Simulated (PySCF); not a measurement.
C2H5FSi2, SMILES C#C[Si@@H](F)[SiH3]. Atoms are numbered in the order given.

```xyz
10

C      2.0520     1.9305     0.2615
C      1.3307     1.0186    -0.0901
Si     0.1723    -0.3181    -0.5819
F      0.8060    -1.7545    -0.1336
Si    -1.8475    -0.0057     0.5351
H      2.6967     2.7368     0.5705
H      0.0416    -0.3266    -2.0621
H     -2.8140    -1.0880     0.1890
H     -1.6038    -0.0055     2.0058
H     -2.4173     1.3118     0.1257
```
Charge 0, spin multiplicity 1.

Geometry: ωB97X-D3(BJ)/def2-SVP. The structure was generated by enumeration; whether it is a known compound was not checked.

Level of theory: r2SCAN/def2-TZVP run with PySCF.

The molecule is in vacuum.

```yaml
total_energy: -757.99043 hartree
highest_occupied_level: -7.18 eV
lowest_empty_level: -1.81 eV
orbital_gap: 5.37 eV
dipole_moment: 1.70 D
quadrupole, principal values (traceless, Buckingham form, about the centre of nuclear charge): -7.30, -2.38, 9.68 D·Å
mean_static_polarisability: 75.8 bohr³ (11.23 Å³)
polarisability_principal_values: 58.5, 70.0, 98.9 bohr³
```
